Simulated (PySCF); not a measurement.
# C8H5F2: g tensor and hyperfine couplings

Compound: C8H5F2 (doublet state).
Cartesian coordinates in Å at the GFN2-xTB level; atoms count from 1:
```xyz
15
C8H5F2 angstrom
C      3.1879    0.4541    0.5887
C      2.0306    0.3529    0.2912
C      0.6659    0.2409   -0.0659
C     -0.2176    1.2278   -0.6842
C     -1.2237    0.1575   -0.9463
C     -0.0732   -0.8871   -0.7827
C     -0.2675   -0.7668    0.6912
C     -1.6672   -0.2440    0.4831
F     -2.6078   -1.2225    0.5099
F     -2.1451    0.7294    1.2967
H      4.1999    0.5473    0.8477
H     -0.2934    2.2913   -0.6016
H     -1.9592    0.2087   -1.7382
H      0.2754   -1.6888   -1.4007
H      0.0906   -1.3928    1.4891
```

The species is `C#C[C@@]12[CH][C@H]3[C@@H]1[C@@H]2C3(F)F` [radical].

Method used: PySCF 2.14.0, UKS B3LYP, pcH-1 on C F H, non-relativistic, mean-field spin-orbit, GIAO. Isolated species at its GFN2-xTB geometry, gas phase. The geometry wasn't refined by DFT: couplings that depend on bond lengths, twists or pyramidal angles can differ widely from those at the functional's own minimum. Stability of the SCF solution: not tested.

| Quantity | Value |
| --- | --- |
| g1, g2, g3 | 2.00217, 2.00295, 2.00325 |
| g_iso | 2.00279 |
| Form of g | rhombic: the two nearest values differ by 28 % of g3 − g1 |
| ⟨S²⟩ | 0.7545 (exact 0.7500) |
| α and β electrons | 36, 35 |
| HOMO–LUMO gap, α and β orbitals | 5.82, 5.47 eV |
| Total energy | -507.33578 Eh |

Hyperfine couplings atom by atom, in MHz; T1 to T3 are the principal values of the dipolar part:

```tsv
atom	isotope	a_iso	T1	T2	T3	Mulliken spin population
C1	13C	-0.5	-1.4	-0.3	1.6	-0.01
C2	13C	10.0	-1.0	-0.7	1.6	0.01
C3	13C	-32.8	-2.5	-1.3	3.8	-0.08
C4	13C	152.8	-77.5	-75.3	152.7	0.97
C5	13C	-28.7	-1.7	-0.9	2.7	-0.07
C6	13C	69.1	-6.5	-5.4	11.9	0.05
C7	13C	42.0	-9.8	-8.5	18.3	0.09
C8	13C	48.2	-6.4	-4.7	11.1	0.04
F9	19F	5.7	-18.7	-17.3	35.9	0.01
F10	19F	9.8	-9.7	-1.7	11.5	0.00
H11	1H	0.9	-0.6	-0.4	1.0	0.00
H12	1H	-33.0	-36.4	-0.9	37.2	-0.02
H13	1H	28.5	-4.2	-3.6	7.7	0.01
H14	1H	11.0	-4.1	-2.3	6.4	0.01
H15	1H	3.9	-5.6	-1.5	7.1	0.00
```

Largest spin populations (Mulliken): C4 (+0.97), C7 (+0.09), C3 (-0.08) and C5 (-0.07). C4 is the only atom above +0.15. The positive populations add up to 1.19 and the negative ones to -0.19, together 2S = 1. The angles at C4 add up to 355.6°, so it is nearly planar; its axial dipolar tensor and the negative coupling of its proton fit spin in a p orbital normal to that plane.

Under fast tumbling the dipolar parts average out, and these isotropic splittings remain (the largest six): 1 × 1H (H12, I = 1/2, 2 lines) with 1.18 mT, 1 × 1H (H13, I = 1/2, 2 lines) with 1.01 mT, 1 × 1H (H14, I = 1/2, 2 lines) with 0.39 mT, 1 × 19F (F10, I = 1/2, 2 lines) with 0.35 mT, 1 × 19F (F9, I = 1/2, 2 lines) with 0.20 mT and 1 × 1H (H15, I = 1/2, 2 lines) with 0.14 mT.

The 13C coupling of C4 (152.8 MHz) shows only in satellite lines or after enrichment, since that isotope makes up about 1.07 % of natural carbon.

β density exceeds α density at some nuclei, such as C3 (-0.0292), C5 (-0.0255) and H12 (-0.0074), spin density in bohr⁻³. In a single determinant that takes different orbitals for the two spins, that is spin polarisation.
